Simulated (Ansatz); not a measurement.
Born–Oppenheimer molecular dynamics of CH$_{4}$F$_{2}$Ge (8 atoms, charge 0, multiplicity 1). It starts from a relaxed structure.

Method: Ansatz, RKS PBE/def2-SVP.

```yaml
ensemble: NVE (velocity Verlet)
time_step: 0.5 fs
steps_asked: 150
starting_velocities_drawn_for: 400 K
masses: H 2.014 u
seed: 94684
```

First frame:

```xyz
8
Properties=species:S:1:pos:R:3
Ge -0.037 -0.078 0.045
C 0.004 -0.002 1.983
H -1.024 -0.093 2.387
H 0.628 -0.826 2.381
H 0.435 0.969 2.297
F 1.595 0.143 -0.559
F -0.918 1.316 -0.554
H -0.621 -1.324 -0.663
```

Task: How far do the bonds stretch over the last three quarters of this one trajectory? (Pairs bonded in most of those frames.)

Result: 
| bond | mean (Å) | spread (Å) | shortest | longest |
| --- | --- | --- | --- | --- |
| Ge1–C2 | 1.950 | 0.061 | 1.85 | 2.05 |
| Ge1–F6 | 1.755 | 0.037 | 1.70 | 1.81 |
| Ge1–F7 | 1.753 | 0.026 | 1.71 | 1.79 |
| Ge1–H8 | 1.549 | 0.029 | 1.51 | 1.59 |
| C2–H3 | 1.111 | 0.015 | 1.09 | 1.14 |
| C2–H4 | 1.108 | 0.017 | 1.08 | 1.14 |
| C2–H5 | 1.108 | 0.018 | 1.08 | 1.14 |

Mean temperature of the second half: 211 K. The conserved energy stayed within 0.057 meV per atom of its start (net change 0.041 meV per atom), so the integration is sound. The temperature averaged 0.53 of the 400 K drawn at the start: a run that starts near a minimum puts about half its kinetic energy into the potential. A run of 0.075 ps of so small a system gives no equilibrium averages.

Time of the run: 5.4 min on 1 thread of Arm Neoverse V2 (shared host), peak memory 0.12 GiB.
